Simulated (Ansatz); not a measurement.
Input for Ansatz (a quantum-chemistry and plane-wave program): U-r2SCAN/cc-pV(T+d)Z on Al2, 2S+1 = 3, a point of a bond scan (R = 3.306 Å). Files ending in .json are basis or fitting sets from the Basis Set Exchange.

Ansatz 0.2 input:
```yaml
crystal:
  periodic: [false, false, false]
  atoms:
    - {symbol: Al, position_ang: [-0.00000000, -0.00000000, -1.37770259]}
    - {symbol: Al, position_ang: [0.00000000, 0.00000000, 1.92878363]}
basis:
  gaussian:
    orbitals: cc-pV_T+d_Z.json
hamiltonian:
  xc: {name: r2SCAN}
magnetization: {spin_polarized: true, initial_magnetization: 2}
```

The head of its log:

```
WARN ansatz: RAYON_NUM_THREADS=1 ignored (pool sized by the plan → 1); use --threads N
Functional definition: r2SCAN
integrals: 0.02 GiB planned
572 factors; their error is unknown
mean field: 0.22 GiB planned
mean field evaluation 1: about -13189.6710 eV, gradient 2.8e0 eV
mean field evaluation 2: about -13189.7642 eV, gradient 2.1e0 eV
```

Predict the final total energy.

-484.7161 hartree.
